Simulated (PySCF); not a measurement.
# W⁵⁰⁺: ionisation energy

W⁵⁰⁺ [Ar] 3d6 (5D) → W⁵¹⁺ [Ar] 3d5 (6S), as a difference of total energies. All numbers are calculated (PySCF 2.14, the non-relativistic Hamiltonian (point nucleus), in an uncontracted even-tempered set (16 s from 12 bohr⁻², ratio 2.5; 10 p from 15 bohr⁻², ratio 2.5; 7 d from 15 bohr⁻², ratio 2.5; 4 f from 59 bohr⁻², ratio 2.7; 3 g from 88 bohr⁻², ratio 2.7)). Correlated levels: outer shells: [Ne] frozen; virtual orbitals above 40 to 60 times the deepest correlated orbital energy dropped. The calculations carry no spin-orbit coupling.

```csv
method,ionisation energy (eV)
UHF,4573.5
LDA,4575.4
PBE,4576.7
PBE0,4576.5
r2SCAN,4577.3
BHandHLYP,4576.3
r2SCAN0,4576.9
MP2 (outer shells),4574.6
SCS-MP2 (outer shells),4574.9
```

Spin-orbit coupling is strong in these open shells (close to jj coupling). The scalar numbers leave it out and a first-order estimate fails, so it can dominate the gap to the real levels.

All relativistic terms are absent from these numbers, so their closeness to the reference says little about the methods.

For comparison: 4578 ± 4 eV (semi-empirical (NIST evaluation); NIST Atomic Spectra Database, ionization energies).
